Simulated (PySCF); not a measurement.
A geometry optimisation on `[Cl][Y]([Cl])[Cl]`.

Computed with PBE0-D3(BJ)/def2-SVP geometry optimisation, gas phase, def2 core potentials past Kr (PySCF 2.14.0). Start geometry: GFN2-xTB. A driver script takes a list of jobs; this job's settings line and coordinates (Å) are shown.

Input:
```
{"job": {"xc": "PBE0", "basis": "def2-SVP", "d3": "d3bj", "grid": 1, "maxiter": 30, "shake": 0.03, "kind": "geom"}, "charge": 0, "multiplicity": 1}
Y      0.051200    -0.075820     1.005620
Cl     1.997880    -0.035180    -0.317170
Cl    -1.044540     1.745450    -0.368480
Cl    -0.921260    -1.724880    -0.350440
```

Output:
```
step   0  E = -1418.26571455  max force = 0.028836
step   1  E = -1418.27845572  max force = 0.022976
step   2  E = -1418.29087200  max force = 0.011438
step   3  E = -1418.29824062  max force = 0.008569
step   4  E = -1418.30128051  max force = 0.002103
step   5  E = -1418.29995406  max force = 0.012283
step   6  E = -1418.30112638  max force = 0.003315
step   7  E = -1418.30133461  max force = 0.001622
step   8  E = -1418.30153613  max force = 0.002659
step   9  E = -1418.30156986  max force = 0.001064
... (5 lines left out)
step  15  E = -1418.30185873  max force = 0.001703
step  16  E = -1418.30188207  max force = 0.001013
step  17  E = -1418.30181150  max force = 0.000672
step  18  E = -1418.30181812  max force = 0.000216
step  19  E = -1418.30178932  max force = 0.000932
step  20  E = -1418.30180287  max force = 0.000486
step  21  E = -1418.30180818  max force = 0.000337
step  22  E = -1418.30181140  max force = 0.000279
step  23  E = -1418.30181330  max force = 0.000252
step  24  E = -1418.30181528  max force = 0.000234
optimisation converged
```

Energies in Eh; «max force» is the largest Cartesian gradient component in Eh/bohr.

Task: How much energy does the optimisation release, in kcal/mol?

Result: E(step 0) − E(last step) = 0.036101 Eh, which is 22.7 kcal/mol.

Task: Give the first gradient maximum in eV/Å.

Result: With 1 Eh/bohr = 51.422 eV/Å, 1.483 eV/Å.

Summary of the converged run: final energy -1418.30182 Eh after 24 steps; dipole 0.54 D.

Task: Give the final coordinates.

Result: 0.674 Å rms from the input after alignment:
```
atom  x, y, z in Å
Y1     0.0431   -0.0227    0.0521
Cl2    2.4421   -0.0234    0.5056
Cl3   -1.2012    2.0321   -0.2902
Cl4   -1.2008   -2.0763   -0.2981
```

Task: How long does this job take on one thread, Arm Neoverse V1 (aarch64), shared host with 32 logical CPUs at a one-minute load of 13? And the peak memory of the process?

Result: About 80 s, with 0.33 GiB resident at the peak, the Python interpreter and its libraries included.
Labels such as C1 count atoms from 1, the log's own numbers from 0.
